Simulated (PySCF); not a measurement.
## How methods differ on the excitation energy of K

K [Ar] 4s1 (2S) → K [Ar] 3d1 (2D), as a difference of total energies. All numbers are calculated (PySCF 2.14, scalar relativity by spin-free X2C-1e, in x2c-QZVPPall (11s7p4d3f, 73 functions)). Correlated levels: valence and next inner shell: [Ne] frozen. The calculations carry no spin-orbit coupling.

```json
{"method": "UHF", "excitation energy (cm⁻¹)": "21607"}
{"method": "MP2 (valence and next inner shell)", "excitation energy (cm⁻¹)": "22931"}
{"method": "SCS-MP2 (valence and next inner shell)", "excitation energy (cm⁻¹)": "22686"}
{"method": "CCSD (valence and next inner shell)", "excitation energy (cm⁻¹)": "22867"}
{"method": "CCSD(T) (valence and next inner shell)", "excitation energy (cm⁻¹)": "22978"}
```

Errors of the correlated levels include the incompleteness of this basis and the frozen core.

The basis was made for the ground configuration and has no added diffuse functions, so the excitation energy can come out too high.

For comparison: 21536 cm⁻¹ (measured; NIST levels, between the centres of gravity of the two terms).
